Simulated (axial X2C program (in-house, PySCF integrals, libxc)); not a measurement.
**Ionising Se₂**

All values come from calculations with an in-house all-electron X2C program for linear molecules (integrals from PySCF), spin-free (one-electron X2C) or two-component (2c: spin–orbit coupling with atomic mean-field Coulomb and Gaunt terms, which also bring small scalar terms), in Dyall basis sets with cores contracted in-house; open shells are unrestricted.

Basis sets: Se dyall-cv3z. Frozen shells (counts by l): Se₂ Se 3s2p1d, 12 electrons correlated; Se₂⁺ Se 3s2p1d, 11 electrons correlated. Coupled cluster in natural virtuals with an MP2 remainder. Where the outer core of a metal is frozen, bonds come out longer and ionisation energies lower.

| Hamiltonian | level | Se₂ state | Re (Å) | ωe (cm⁻¹) | De (eV) |
| --- | --- | --- | --- | --- | --- |
| spin-free | HF | M_S = 1, Λ = 0 | 2.132 | 439.3 | 1.35 |
| spin-free | PBE0 | M_S = 1, Λ = 0 | 2.159 | 402.4 | 3.68 |
| spin-free | MP2 | M_S = 1, Λ = 0 | 2.178 | 381.9 | 3.43 |
| spin-free | CCSD | M_S = 1, Λ = 0 | 2.169 | 398.6 | 3.02 |
| spin-free | CCSD(T) | M_S = 1, Λ = 0 | 2.182 | 384.3 | 3.27 |
| 2c | PBE0 | Ω = 1 | 2.161 | 400.8 | 3.57 |

Adiabatic ionisation energy (minimum to minimum, no zero-point term) and constants of Se₂⁺:

```json
{"Hamiltonian": "spin-free", "level": "HF", "Se₂⁺ state": "M_S = 1/2, Λ = 1", "IE (eV)": "8.94", "Re (Å)": "2.044", "ωe (cm⁻¹)": "510.3", "De (eV)": "0.94", "fragments": "Se+ + Se"}
{"Hamiltonian": "spin-free", "level": "PBE0", "Se₂⁺ state": "M_S = 1/2, Λ = 1", "IE (eV)": "9.09", "Re (Å)": "2.083", "ωe (cm⁻¹)": "456.2", "De (eV)": "4.21", "fragments": "Se+ + Se"}
{"Hamiltonian": "spin-free", "level": "MP2", "Se₂⁺ state": "M_S = 1/2, Λ = 1", "IE (eV)": "8.66", "Re (Å)": "2.136", "ωe (cm⁻¹)": "382.8", "De (eV)": "3.98", "fragments": "Se+ + Se"}
{"Hamiltonian": "spin-free", "level": "CCSD", "Se₂⁺ state": "M_S = 1/2, Λ = 1", "IE (eV)": "8.87", "Re (Å)": "2.100", "ωe (cm⁻¹)": "441.0", "De (eV)": "3.49", "fragments": "Se+ + Se"}
{"Hamiltonian": "spin-free", "level": "CCSD(T)", "Se₂⁺ state": "M_S = 1/2, Λ = 1", "IE (eV)": "8.78", "Re (Å)": "2.120", "ωe (cm⁻¹)": "417.5", "De (eV)": "3.85", "fragments": "Se+ + Se"}
{"Hamiltonian": "2c", "level": "PBE0", "Se₂⁺ state": "Ω = 1/2", "IE (eV)": "8.94", "Re (Å)": "2.085", "ωe (cm⁻¹)": "454.8", "De (eV)": "4.28", "fragments": "Se+ + Se"}
```

Add the zero-point terms to the ionisation energy at PBE0, 2c, and say whether the electron removed was bonding.

IE0 = IE + (ωe⁺ − ωe)/2 = 8.94 + (0.003) = 8.94 eV. Re changes by -0.076 Å, but the two determinants differ by more than one electron in one block, so no single orbital tells the change.

Close the cycle De(Se₂⁺) + IE(Se₂) = De(Se₂) + IE(Se) to find the atomic ionisation energy at PBE0, 2c.

IE(Se) = 4.28 + 8.94 − 3.57 = 9.65 eV, for the determinants used.

Each entry is the lowest single determinant of a limited PBE0 search at one distance. De goes to single-determinant-based atoms at the same level (for ions the charge split of lowest energy) and is withheld (n/a) where an atom does not fit its ground term or J level. Main or longest-lived isotopes. One determinant is a doubtful description, or other states lie close, for Se₂; these need not be ground states, and all values refer to the states named. Some open-shell Ω = 0 determinants are out of reach, so the Ω given for Se₂ need not be the lowest component. With several unpaired electrons the Ω given is that of one determinant, not necessarily of the lowest component. The functionals have no current term, which raises determinants with orbital currents.
